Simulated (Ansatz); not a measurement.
BCl2H2InO, SMILES `[OH][InH][B](Cl)Cl` at its PBE0-D4/def2-TZVP geometry, where that method's forces vanish. The species carries charge 0 and has multiplicity 1. In takes the def2 core potential.

```xyz
7

O     0.8142    1.7088    1.1557
In   -0.6323    0.4312    0.6497
B    -0.0785   -1.0910   -0.9262
Cl   -0.2691   -0.7407   -2.6266
Cl    0.5731   -2.6503   -0.4855
H     1.6364    1.5718    0.6807
H    -2.0439    0.7702    1.5522
```

Problem. What forces (eV/Å) does B3LYP-D4/def2-TZVPP give on these atoms in Ansatz 0.2.0? (Estimate.)

Solution. Computed: 
```
O1   0.175  0.175  0.080
In2 -0.223 -0.147 -0.034
B3  -0.014  0.042  0.043
Cl4 -0.031  0.061 -0.202
Cl5  0.079 -0.184  0.073
H6   0.060  0.025 -0.003
H7  -0.045  0.029  0.044
```

B3LYP here is the variant with VWN-RPA as its local correlation; programs differ in this.
